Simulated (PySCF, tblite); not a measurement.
Isomers of [C5H10O2P]- (charge -1), one GFN2-xTB conformer each. Single-point energies are computed at PBE0/pcSseg-1 (PySCF, gas phase, no added dispersion term), electronic only.

Question: Rank them by PBE0/pcSseg-1 energy, lowest first (kcal/mol).
A. `[CH3:1]/[CH:2]=[CH:3]\[P@:4](=[O:5])([O-:6])[CH2:7][CH3:8]` (charge -1) with C2–C3–P4–O5 -38°, C3–P4–C7–C8 178°
B. `[CH3:1][CH2:2][P@@:3](=[O:4])([O-:5])[CH:6]1[CH2:7][CH2:8]1` (charge -1) with C1–C2–P3–O4 180°, C2–P3–C6–C7 -99°
C. `[CH2:1]=[CH:2][P@@:3](=[O:4])([O-:5])[CH2:6][CH2:7][CH3:8]` (charge -1) with C1–C2–P3–O4 -124°, C2–P3–C6–C7 180°, P3–C6–C7–C8 176°

Answer: A (0.0), C (1.5), B (1.6).

As drawn, the highest has a three-membered ring, which the lowest lacks. Neighbours under 5.0 kcal/mol apart (C/C=C\[P@](=O)([O-])CC and C=C[P@@](=O)([O-])CCC; C=C[P@@](=O)([O-])CCC and CC[P@@](=O)([O-])C1CC1) can change places with a better method, another conformer or zero-point energy. GFN2-xTB itself gives, in the same order: 6.4, 9.0, 0.0. GFN2-xTB puts CC[P@@](=O)([O-])C1CC1 lowest instead; measured from each level's own lowest isomer, the values differ by up to 7.5 kcal/mol (C=C[P@@](=O)([O-])CCC: 9.0 against 1.5).

What happens when harmonic zero-point energies from GFN2-xTB frequencies are added?

```json
{"SMILES": "C/C=C\\[P@](=O)([O-])CC", "ZPE (kcal/mol)": "89.0", "electronic (kcal/mol)": "0.0", "with ZPE (kcal/mol)": "0.0"}
{"SMILES": "C=C[P@@](=O)([O-])CCC", "ZPE (kcal/mol)": "89.1", "electronic (kcal/mol)": "1.5", "with ZPE (kcal/mol)": "1.5"}
{"SMILES": "CC[P@@](=O)([O-])C1CC1", "ZPE (kcal/mol)": "90.0", "electronic (kcal/mol)": "1.6", "with ZPE (kcal/mol)": "2.5"}
```

The zero-point energies span 1.0 kcal/mol. The order is unchanged.
